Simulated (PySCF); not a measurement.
**Relaxation of singlet [BCl4]-**

All numbers come from PBE0/[B def2-SVPD, Cl def2-SVPD], no relativity, density fitting, PySCF. A (50,194) grid was used.

A hand-made tetrahedral start, of Td symmetry, held to at least that symmetry:

```xyz
5
charge -1 multiplicity 1, angstrom
B     0.0000    0.0000    0.0000
Cl    1.5023    0.0000    1.0623
Cl   -1.5023    0.0000    1.0623
Cl    0.0000    1.5024   -1.0623
Cl    0.0000   -1.5023   -1.0623
```

Question: What forces act on the atoms at the start (eV/Å)?

Answer: 
```json
{"atom": "B1", "Fx": "0.00", "Fy": "0.00", "Fz": "0.00"}
{"atom": "Cl2", "Fx": "0.51", "Fy": "0.00", "Fz": "0.36"}
{"atom": "Cl3", "Fx": "-0.51", "Fy": "0.00", "Fz": "0.36"}
{"atom": "Cl4", "Fx": "0.00", "Fy": "0.51", "Fz": "-0.36"}
{"atom": "Cl5", "Fx": "0.00", "Fy": "-0.51", "Fz": "-0.36"}
```

Question: What does it relax to?

Answer: It ends at Td with B–Cl 1.867 Å (×4); Cl–B–Cl 109.5° (×6). A frequency run shows a minimum. Other isomers or separated fragments may lie lower.

Question: How much energy is released, and in how many steps?

Answer: 3.2 kJ/mol in 3 steps.
